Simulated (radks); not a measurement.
The numbers below are computed, except where a source is named.
Valence configurations of the bromine ion Br+ (all share [Ar]). Code: a radial shooting solver on a logarithmic mesh with Libxc functionals. Model: scalar-relativistic Kohn-Sham, PBE, spin-unpolarised, spherical densities, point nucleus. Energies are relative to 3d10 4s2 4p4; eigenvalues in eV.

valence           E (eV)    e(3d)    e(4p)    e(4s)
3d10 4s2 4p4       0.000  -77.917  -17.471  -30.395
3d9 4s2 4p5       65.889  -90.768  -19.312  -33.123
3d8.5 4s2 4p5.5   103.02  -97.370  -20.222  -34.454
3d9.5 4s2 4p4.5   31.569  -84.283  -18.396  -31.771
3d10 4s1 4p5      13.004  -79.480  -18.129  -31.213
3d9.5 4s1 4p5.5   45.018  -85.794  -19.031  -32.555
3d10 4s1.5 4p4.5   6.482  -78.705  -17.804  -30.809
3d10 4p6          26.163  -80.993  -18.758        -

NIST lists [Ar] 3d10 4s2 4p4 as the ground configuration; this level of theory agrees among the configurations tried. The energies are those of spherical spin-averaged densities, not of single terms.
